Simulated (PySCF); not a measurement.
C5H7ClO2.
Structure used (GFN2-xTB), in Å, numbered top down from 1:
```
atom  x, y, z in Å
C1    -2.3889   -0.7118    0.5109
C2    -1.8634    0.6119    0.0944
C3    -0.5893    0.9316   -0.1485
Cl4   -0.2012    2.5530   -0.6263
C5     0.5781    0.0225   -0.0568
O6     0.5323   -1.1245    0.3184
O7     1.7040    0.6223   -0.4485
C8     2.8883   -0.1558   -0.3871
H9    -3.1699   -1.0240   -0.1814
H10   -2.8466   -0.6207    1.4958
H11   -1.6071   -1.4613    0.5469
H12   -2.6034    1.3947   -0.0206
H13    3.6245    0.3580   -1.0000
H14    2.7014   -1.1630   -0.7647
H15    3.2365   -0.2250    0.6456
```

The closed-shell SCF was solved with PySCF and density fitting under several settings on one GFN2-xTB geometry (grid level 2 and gas phase unless stated).

```json
{"settings": "PBE0/pcSseg-1", "basis functions": "178", "SCF cycles": "14", "E (Eh)": "-804.7802", "HOMO (eV)": "-7.40", "LUMO (eV)": "-1.46", "dipole (D)": "0.46"}
{"settings": "PBE0/def2-SVPD", "basis functions": "229", "SCF cycles": "14", "E (Eh)": "-804.4669", "HOMO (eV)": "-7.44", "LUMO (eV)": "-1.57", "dipole (D)": "0.41"}
{"settings": "PBE0/def2-SVP, grid level 4, level shift 0.3 Eh", "basis functions": "151", "SCF cycles": "13", "E (Eh)": "-804.4385", "HOMO (eV)": "-7.24", "LUMO (eV)": "-1.31", "dipole (D)": "0.34"}
{"settings": "wB97X/3-21G, level shift 0.1 Eh", "basis functions": "90", "SCF cycles": "12", "E (Eh)": "-801.1621", "HOMO (eV)": "-9.55", "LUMO (eV)": "1.07", "dipole (D)": "1.04"}
{"settings": "LC-wPBE/pcSseg-1, grid level 3, start guess vsap", "basis functions": "178", "SCF cycles": "15", "E (Eh)": "-804.9824", "HOMO (eV)": "-10.05", "LUMO (eV)": "0.78", "dipole (D)": "0.52"}
{"settings": "PBE0/pcSseg-0, energy threshold 1e-08 Eh", "basis functions": "90", "SCF cycles": "10", "E (Eh)": "-803.5022", "HOMO (eV)": "-7.48", "LUMO (eV)": "-1.52", "dipole (D)": "0.78"}
```

Problem. Estimate the rows for these settings: (1) PBE0/3-21G, damping 0.3 at the start, DIIS from the seventh cycle; (2) B97-2/aug-cc-pVDZ.

Solution. 
```json
{"settings": "PBE0/3-21G, damping 0.3 at the start, DIIS from the seventh cycle", "basis functions": "90", "SCF cycles": "18", "E (Eh)": "-800.7153", "HOMO (eV)": "-7.26", "LUMO (eV)": "-1.14", "dipole (D)": "0.95"}
{"settings": "B97-2/aug-cc-pVDZ", "basis functions": "251", "SCF cycles": "15", "E (Eh)": "-805.3453", "HOMO (eV)": "-7.14", "LUMO (eV)": "-1.55", "dipole (D)": "0.40"}
```

Problem. Over all rows, what range does the HOMO–LUMO gap span?

Solution. From 5.59 eV (B97-2/aug-cc-pVDZ) to 10.83 eV (LC-wPBE/pcSseg-1, grid level 3, start guess vsap). The functional of the narrowest has 21 % exact exchange, that of the widest range-separated exact exchange.

Problem. And the dipole moment?

Solution. From 0.34 D (PBE0/def2-SVP, grid level 4, level shift 0.3 Eh) to 1.04 D (wB97X/3-21G, level shift 0.1 Eh); the largest is 3.06 times the smallest, and the median is 0.49 D.

Problem. Compare two rows with the functional PBE0: PBE0/pcSseg-1 and PBE0/3-21G, damping 0.3 at the start, DIIS from the seventh cycle. Which energy is lower, and by how much?

Solution. PBE0/pcSseg-1 (178 functions) lies 4.0649 Eh or 2551 kcal/mol below PBE0/3-21G, damping 0.3 at the start, DIIS from the seventh cycle (90 functions).

Cycle counts include a coarse-grid stage where the run had one.

One conformer stands for the species.
